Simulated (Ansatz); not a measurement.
## How methods differ on SiF3 (trifluorosilyl)

SiF3: 4 atoms, total charge 0, spin state doublet. SMILES: `F[Si](F)F`. The coordinates come from a GFN2-xTB relaxation.

```xyz
4

F     0.7879   -0.5090    1.1190
Si   -0.3252    0.2440    0.2689
F    -0.9627   -0.8891   -0.6469
F     0.5001    1.1540   -0.7410
```

Each level gives the energy change with the F1–Si2 bond stretched from 1.590 to 3.180 Å (eV). The values are calculated.

| level | kind | program | value (eV) | less FCI/STO-3G | CPU time (all runs) |
| --- | --- | --- | --- | --- | --- |
| UHF/STO-3G | Hartree–Fock | Ansatz | 1.69 | -0.10 | 0.45 s |
| UBLYP/STO-3G | GGA | Ansatz | 3.12 | +1.33 | 2.7 s |
| U-r2SCAN/STO-3G | meta-GGA | Ansatz | 3.11 | +1.32 | 11 s |
| UB3LYP/STO-3G | global hybrid | Ansatz | 3.01 | +1.22 | 3.3 s |
| UPBE0/STO-3G | global hybrid | Ansatz | 2.99 | +1.20 | 3.7 s |
| UCAM-B3LYP/STO-3G | range-separated hybrid | Ansatz | 3.11 | +1.32 | 4.3 s |
| UBCCD(T)/STO-3G | coupled cluster or CI | Ansatz | 1.77 | -0.02 | 1.3 s |
| UCCSD(T)/STO-3G | coupled cluster or CI | Ansatz | 1.78 | -0.01 | 1.1 s |
| FCI/STO-3G | exact in the basis | Ansatz | 1.79 | 0.00 | 9.9 s |

FCI/STO-3G is exact within its basis and frozen core, so for wave-function methods in that basis the difference is their error; functionals converge differently with the basis, so for them it is only a difference. The first shape isn't each level's own minimum. The values span 1.69 to 3.12 eV. All rows use very small basis sets, so even the best lies far from the true value. CPU times are rough (shared hosts, several kinds of processor): they show what a rung costs within a factor of a few.
